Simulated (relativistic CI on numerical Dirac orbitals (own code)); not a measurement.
**Pd5+: resonant inelastic scattering at the L2,3 edge**

Computed with this model: Dirac-Coulomb-Breit CI, orbitals from a KLI potential per configuration, model QED (radiative potential, 1s self-energy scaled to tabulated hydrogen-like ionisation energies), Kramers-Heisenberg scattering through one core-hole configuration in a parametric crystal field, unscaled Slater integrals; configurations [Kr] 4d5 → [He] 2s2 2p5 3s2 3p6 3d10 4s2 4p6 4d6; 300 K; core-hole width 1.6 eV; summed over polarisations. Incident energies are the highest absorption maxima for each field (at most a few, so the weaker spin-orbit partner edge can be absent), on the computed scale of the free ion. Intensities are in per cent of the strongest line above 0.02 eV; levels within 1 cm⁻¹ are merged; final levels count from the ground level, the first row holds all elastic scattering, lines under 0.4 are left out and each table stops after 24 rows. The scale of the Slater integrals is a model choice and moves the terms in proportion.

Field parameters in Wybourne normalisation: D4h B²₀ = −7Ds, B⁴₀ = 21(Dq − Dt), B⁴₄ = 21√(5/14) Dq. The field is a parameter set, without covalency, and values of 10Dq over about 45,000 cm⁻¹ lie beyond real compounds.

S is read from ⟨S²⟩ = S(S + 1).

D4h, 10Dq = 44450, Ds = 510, Dt = 790 cm⁻¹:

```
Final level (eV)  Degeneracy  Irrep     S  3180.6 eV  3184.8 eV  3342.3 eV
           0.000           2     Γ7  0.54      345.6     1350.2      135.1
           0.381           2     Γ6  0.53       83.4       21.4        3.6
           0.610           2     Γ7  0.54       99.2       25.5        5.2
           2.066           2     Γ6  1.58        1.3       16.0        6.5
           2.135           2     Γ7  1.55        3.5       46.0       22.0
           2.675           2     Γ7  1.89        0.4       10.4        5.0
           2.777           2     Γ7  1.78        1.6       36.3       18.6
           2.802           2     Γ6  1.61        1.4       24.0       10.0
           2.832           2     Γ6  1.53        2.3       25.1       14.3
           3.231           2     Γ6  2.31        0.2        2.8        2.8
           3.276           2     Γ7  2.22        0.4        3.4        2.7
           3.338           2     Γ7  2.13        0.2        4.9        3.5
           3.697           2     Γ7  1.52        1.3       25.8       12.4
           3.747           2     Γ7  1.52        1.5       24.2       33.8
           3.764           2     Γ6  1.51        0.6       12.7        8.7
           3.832           2     Γ6  1.49        1.7       17.4       11.3
           3.913           2     Γ6  1.49        0.8       16.2       26.9
           3.914           2     Γ7  1.47        1.8       27.8       28.0
           4.103           2     Γ6  0.55        8.2      100.0       35.1
           4.353           2     Γ7  0.58        5.5       73.3       16.8
           4.504           2     Γ7  0.56        3.0       47.8       28.9
           4.832           2     Γ7  0.53        4.4       37.5       42.6
           4.877           2     Γ6  0.53        2.1       34.8        7.0
           5.115           2     Γ6  0.52        3.0       38.0       14.0
```

D4h, 10Dq = 58650, Ds = 850, Dt = 490 cm⁻¹:

| Final level (eV) | Degeneracy | Irrep | S | 3179.8 eV | 3186 eV | 3343.4 eV |
| --- | --- | --- | --- | --- | --- | --- |
| 0.000 | 2 | Γ7 | 0.51 | 286.1 | 999.6 | 129.5 |
| 0.426 | 2 | Γ7 | 0.51 | 99.7 | 38.3 | 7.5 |
| 0.428 | 2 | Γ6 | 0.51 | 100.0 | 12.8 | 3.7 |
| 4.154 | 2 | Γ6 | 1.51 | 0.4 | 15.0 | 5.8 |
| 4.210 | 2 | Γ7 | 1.50 | 1.1 | 33.8 | 16.8 |
| 4.588 | 2 | Γ6 | 1.50 | 1.0 | 34.1 | 15.6 |
| 4.606 | 2 | Γ7 | 1.51 | 0.3 | 11.2 | 6.3 |
| 4.632 | 2 | Γ6 | 1.50 | 0.3 | 10.7 | 8.0 |
| 4.644 | 2 | Γ7 | 1.51 | 0.8 | 37.8 | 22.1 |
| 5.477 | 2 | Γ7 | 1.49 | 0.6 | 24.9 | 15.3 |
| 5.509 | 2 | Γ7 | 1.49 | 0.9 | 37.1 | 32.8 |
| 5.540 | 2 | Γ6 | 1.49 | 0.4 | 19.9 | 8.2 |
| 5.592 | 2 | Γ6 | 1.50 | 0.5 | 12.3 | 13.0 |
| 5.966 | 2 | Γ7 | 1.46 | 0.6 | 20.8 | 17.6 |
| 5.967 | 2 | Γ6 | 1.49 | 0.4 | 16.8 | 17.2 |
| 6.158 | 2 | Γ6 | 0.52 | 3.5 | 84.8 | 25.9 |
| 6.376 | 2 | Γ7 | 0.56 | 2.1 | 47.9 | 18.1 |
| 6.522 | 2 | Γ7 | 0.53 | 2.1 | 62.7 | 40.1 |
| 6.664 | 2 | Γ6 | 0.52 | 1.1 | 40.4 | 8.4 |
| 6.678 | 2 | Γ7 | 0.53 | 1.0 | 18.3 | 20.7 |
| 6.965 | 2 | Γ6 | 2.47 | 0.0 | 0.4 | 0.1 |
| 6.967 | 2 | Γ7 | 2.45 | 0.0 | 1.3 | 0.9 |
| 7.018 | 2 | Γ7 | 0.62 | 1.4 | 41.5 | 31.9 |
| 7.106 | 2 | Γ6 | 0.56 | 0.5 | 18.0 | 6.4 |

D4h, 10Dq = 32200, Ds = 550, Dt = 160 cm⁻¹:

| Final level (eV) | Degeneracy | Irrep | S | 3181 eV | 3184.2 eV | 3341.4 eV |
| --- | --- | --- | --- | --- | --- | --- |
| 0.000 | 2 | Γ7 | 0.62 | 435.4 | 1707.8 | 112.3 |
| 0.435 | 2 | Γ7 | 0.64 | 68.0 | 41.2 | 5.4 |
| 0.489 | 2 | Γ6 | 0.66 | 67.7 | 16.4 | 4.3 |
| 0.913 | 2 | Γ6 | 2.30 | 2.6 | 2.6 | 3.0 |
| 0.930 | 2 | Γ7 | 2.34 | 2.4 | 10.3 | 5.1 |
| 0.937 | 2 | Γ7 | 2.37 | 3.1 | 34.6 | 13.8 |
| 1.681 | 2 | Γ6 | 1.62 | 2.8 | 36.4 | 17.1 |
| 1.687 | 2 | Γ7 | 1.51 | 3.0 | 35.7 | 26.0 |
| 1.757 | 2 | Γ6 | 1.51 | 2.3 | 41.6 | 21.3 |
| 1.815 | 2 | Γ6 | 1.57 | 1.0 | 13.3 | 13.2 |
| 1.853 | 2 | Γ7 | 1.64 | 2.1 | 19.8 | 9.6 |
| 1.920 | 2 | Γ7 | 1.61 | 3.9 | 39.1 | 26.5 |
| 2.568 | 2 | Γ7 | 1.48 | 2.7 | 33.5 | 18.4 |
| 2.587 | 2 | Γ7 | 1.48 | 2.0 | 34.1 | 30.9 |
| 2.598 | 2 | Γ6 | 1.49 | 1.3 | 24.2 | 6.9 |
| 2.627 | 2 | Γ6 | 1.49 | 2.7 | 29.9 | 12.1 |
| 2.923 | 2 | Γ7 | 1.47 | 2.2 | 24.1 | 13.3 |
| 2.923 | 2 | Γ6 | 1.48 | 1.1 | 18.6 | 18.0 |
| 3.468 | 2 | Γ6 | 0.55 | 14.2 | 100.0 | 33.4 |
| 3.574 | 2 | Γ7 | 0.56 | 13.4 | 83.4 | 39.2 |
| 3.640 | 2 | Γ7 | 0.57 | 7.1 | 85.1 | 25.8 |
| 3.782 | 2 | Γ6 | 0.54 | 3.0 | 37.2 | 6.5 |
| 3.905 | 2 | Γ7 | 0.58 | 3.6 | 22.5 | 33.6 |
| 4.010 | 2 | Γ7 | 0.58 | 3.1 | 31.6 | 25.5 |

For the first field the strongest loss at the lowest incident energy is the level at 0.61 eV (S = 0.54, against 0.54 in the thermal ground state). Levels of other spin, the first over 8 % at 2.07 eV, appear because spin-orbit coupling of the core hole, and in heavier ions of the valence shell too, mixes spins.
